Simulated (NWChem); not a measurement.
Molecule: CH$_{5}$FSi; SMILES FC[SiH3]

Results from NWChem. Pople sets run with spherical d functions. The geometry was optimised at PBE-D3(BJ)/def2-SVP. Vertical excitations in the gas phase; the lowest state need not have the same character in each row.

| level | lowest excitation, singlet (eV) | oscillator strength of that lowest state | lowest triplet (eV) | orbital gap (eV) |
|---|---|---|---|---|
| PBE/6-31+G*, full TDDFT | (withheld) | (withheld) | (withheld) | (withheld) |
| B3LYP/6-31+G*, full TDDFT | 7.35 | 0.055 | 7.00 | 8.26 |
| PBE0/6-31+G*, full TDDFT | 7.56 | 0.064 | 7.09 | 8.73 |
| BHandHLYP/6-31+G*, full TDDFT | 8.14 | 0.074 | 7.56 | 10.60 |

Some entries are withheld; supply them.


- PBE/6-31+G*, full TDDFT, lowest excitation, singlet (eV): 6.70
- PBE/6-31+G*, full TDDFT, oscillator strength of that lowest state: 0.039
- PBE/6-31+G*, full TDDFT, lowest triplet (eV): 6.39
- PBE/6-31+G*, full TDDFT, orbital gap (eV): 6.59
